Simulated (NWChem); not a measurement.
System meant: AlGeH4OF; SMILES [OH][Al]([F])[GeH3]

NWChem input:

```
start job
memory heap 200 mb stack 900 mb global 1100 mb
geometry units angstroms noautosym nocenter noautoz
  Al    -0.182558     0.998410    -0.024930
  F      1.136519     2.003715    -0.166794
  Ge     0.054449    -1.451511    -0.000088
  H      0.539975    -1.984157    -1.371068
  H      1.091834    -1.912408     1.052864
  H     -1.285868    -2.151458     0.323265
  O     -1.729812     1.710823     0.098994
  H     -1.843972     2.670278     0.085665
end
basis spherical
  * library def2-svp
end
dft
  xc m06-2x
  iterations 150
end
property
  shielding
end
task dft property
```

End of the output:

```
 Vector   36  Occ=0.000000D+00  E= 4.098691D-02
              MO Center= -2.3D-02, -4.5D-01, -3.5D-02, r^2= 5.0D+00
   Bfn.  Coefficient  Atom+Function         Bfn.  Coefficient  Atom+Function
  ----- ------------  ---------------      ----- ------------  ---------------
    47      0.925218  3 Ge px                76      0.818429  6 H  s
    11      0.500189  1 Al px                71     -0.485123  5 H  s
    82      0.318318  7 O  s                 66     -0.296463  4 H  s
    75      0.178958  6 H  s                 21     -0.172627  2 F  s
    95     -0.131869  8 H  s                 44      0.115423  3 Ge px

 center of mass
 --------------
 x =  -0.11461167 y =  -0.24757536 z =  -0.02934819

 moments of inertia (a.u.)
 ------------------
        1166.411134248424          76.069134452411          23.267202456653
          76.069134452411         297.774879533420          15.517311406197
          23.267202456653          15.517311406197        1437.097670011234

     Multipole analysis of the density
     ---------------------------------

     L   x y z        total         alpha         beta         nuclear
     -   - - -        -----         -----         ----         -------
     0   0 0 0     -0.000000    -33.000000    -33.000000     66.000000

     1   1 0 0     -0.232854      5.305898      5.305898    -10.844650
     1   0 1 0      0.202162      4.945155      4.945155     -9.688149
     1   0 0 1      0.017880      0.902189      0.902189     -1.786498

     2   2 0 0    -35.271981    -93.750665    -93.750665    152.229350
     2   1 1 0     -3.271597     22.281899     22.281899    -47.835395
     2   1 0 1      0.614088      5.987584      5.987584    -11.361080
     2   0 2 0    -30.852421   -299.828474   -299.828474    568.804527
     2   0 1 1      0.308562      3.247357      3.247357     -6.186152
     2   0 0 2    -29.485846    -20.879885    -20.879885     12.273924

          -----------------------------------------
          Chemical Shielding Tensors (GIAO, in ppm)
          -----------------------------------------

 ------------------------------------------------------------------------
  xm06: d2 not coded                    0
 ------------------------------------------------------------------------
 ------------------------------------------------------------------------
  current input line :
    23: task dft property
 ------------------------------------------------------------------------
 ------------------------------------------------------------------------
 This error has not yet been assigned to a category
 ------------------------------------------------------------------------
 For more information see the NWChem manual at https://nwchemgit.github.io

0: xm06: d2 not coded:Received an Error in Communication
```

Problem. Can this run be used? If not, why, and what is the fix?

Solution. The run crashed. Cause: this functional's second derivatives, which shieldings need, aren't coded here; the fix takes a hybrid GGA instead. This input runs:
```
start job
memory heap 200 mb stack 900 mb global 1100 mb
geometry units angstroms noautosym nocenter noautoz
  Al    -0.182558     0.998410    -0.024930
  F      1.136519     2.003715    -0.166794
  Ge     0.054449    -1.451511    -0.000088
  H      0.539975    -1.984157    -1.371068
  H      1.091834    -1.912408     1.052864
  H     -1.285868    -2.151458     0.323265
  O     -1.729812     1.710823     0.098994
  H     -1.843972     2.670278     0.085665
end
basis spherical
  * library def2-svp
end
dft
  xc pbe0
  iterations 150
end
property
  shielding
end
task dft property
```
It converges to -2496.00453 Ha (PBE0/def2-SVP, GIAO).
